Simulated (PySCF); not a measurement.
# An isoelectronic set: 65 electrons

PBE0 in PySCF with def2-TZVPPD on every atom (core potentials on Sb), for the lowest determinant that a PBE0 search found; no spin–orbit coupling. All have 65 electrons, 9 of them in the valence shells, and the same state, a doublet (π ↑). For ions De leads to the atom and ion picked by measured ionisation energies and electron affinities.

| species | difference of nuclear charges | Re (Å) | ωe (cm⁻¹) | k (mdyn/Å) | De (eV) | dissociates to |
| --- | --- | --- | --- | --- | --- | --- |
| Ge₂⁻ | 0 | 2.282 | 331 | 2.38 | n/a | Ge + Ge⁻ |
| GeAs | 1 | 2.242 | 362 | 2.88 | 3.08 | Ge + As |
| SiSb | 37 | 2.373 | 432 | 2.50 | 2.83 | Si + Sb |
| GeSe⁺ | 2 | 2.293 | 330 | 2.46 | 3.54 | Ge⁺ + Se |

Problem. Which member of the whole set has the stiffest bond, and how does it compare with the softest?

Solution. GeAs with k = 2.88 mdyn/Å, 1.2 times that of Ge₂⁻.

These are scalar-relativistic numbers at best; spin–orbit coupling would shift them, the dissociation energy most. For an ion De counts to the pair picked by the measured ionisation energies or electron affinities, which need not be the lowest pair at this level. The highest Kohn–Sham level is positive in this anion. Much of that is self-interaction error, but it also means that the finite basis helps to hold the extra electron. States were picked by a PBE0 search and need not be the measured ground states.
